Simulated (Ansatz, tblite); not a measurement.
Removing and adding an electron: the cluster MgTe₂. Charge 0, multiplicity 1. Geometry: PBE-D4/def2-TZVP. Ansatz, gas phase; energy differences of separate SCF runs; the oxidised species was run as a doublet alone; the reduced species was run as a doublet alone.

```csv
atom,x (Å),y (Å),z (Å)
Mg1,1.216,-0.667,-0.281
Te2,-1.254,-0.970,0.440
Te3,0.038,1.637,-0.158
```

In the def2 sets Te takes a core potential; there is no spin–orbit coupling. The xTB rows come from tblite. Correlated methods freeze 9 core orbitals; core or outer-core shells of Mg, Te are correlated, in sets that lack core-valence functions. In CCSD on the charge 1 doublet the largest single amplitude is 0.28, so its Hartree–Fock determinant may place the open shell otherwise than the density functionals do. The structure comes from a short search, and lower isomers may exist.

Q: Estimate orbital energies and vertical ionisation energies and electron affinities at: GFN1-xTB; GFN2-xTB; HF/def2-TZVPP; PBE-D4/def2-TZVP; PBE-D4/def2-TZVPD; r2SCAN-D4/def2-TZVP; r2SCAN-D4/def2-TZVPD; PBE0-D4/def2-TZVP; PBE0-D4/def2-TZVPD; MP2/def2-TZVPP; CCSD/def2-TZVPP; CCSD(T)/def2-TZVPP.

A: 
```tsv
level	−HOMO (eV)	vertical IE (eV)	−LUMO (eV)	vertical EA (eV)	HOMO–LUMO gap (eV)	IE − EA (eV)	remarks
GFN1-xTB	8.96	12.50	7.92	4.65	1.04	7.85	–
GFN2-xTB	7.98	12.23	6.20	1.95	1.79	10.28	–
HF/def2-TZVPP	–	6.29	–	–	–	–	spin-contaminated (⟨S²⟩ 0.87) (+1 doublet)
PBE-D4/def2-TZVP	4.32	6.83	4.01	–	0.31	–	–
PBE-D4/def2-TZVPD	4.33	–	4.01	2.03	0.32	–	HOMO above zero (-1 doublet)
r2SCAN-D4/def2-TZVP	4.47	6.86	3.79	–	0.68	–	–
r2SCAN-D4/def2-TZVPD	4.48	–	3.79	2.15	0.69	–	–
PBE0-D4/def2-TZVP	5.21	6.95	3.44	–	1.76	–	–
PBE0-D4/def2-TZVPD	5.22	–	3.45	2.13	1.77	–	–
MP2/def2-TZVPP	–	7.27	–	–	–	–	spin-contaminated (⟨S²⟩ 0.87) (+1 doublet)
CCSD/def2-TZVPP	–	6.95	–	–	–	–	spin-contaminated (⟨S²⟩ 0.87) (+1 doublet)
CCSD(T)/def2-TZVPP	–	6.94	–	–	–	–	spin-contaminated (⟨S²⟩ 0.87) (+1 doublet)
```

Relaxing the oxidised species (PBE-D4/def2-TZVP) changes its energy by -0.15 eV at PBE-D4/def2-TZVP, so the adiabatic ionisation energy to this nearest minimum is 6.68 eV. At PBE0-D4/def2-TZVP it is 6.74 eV.     A HOMO above zero means that the electron is unbound at that level or that self-interaction error raises the level; the energy of removing that electron tells which. Raw xTB energy differences between charge states are shifted by several eV; the methods need an empirical correction for them.
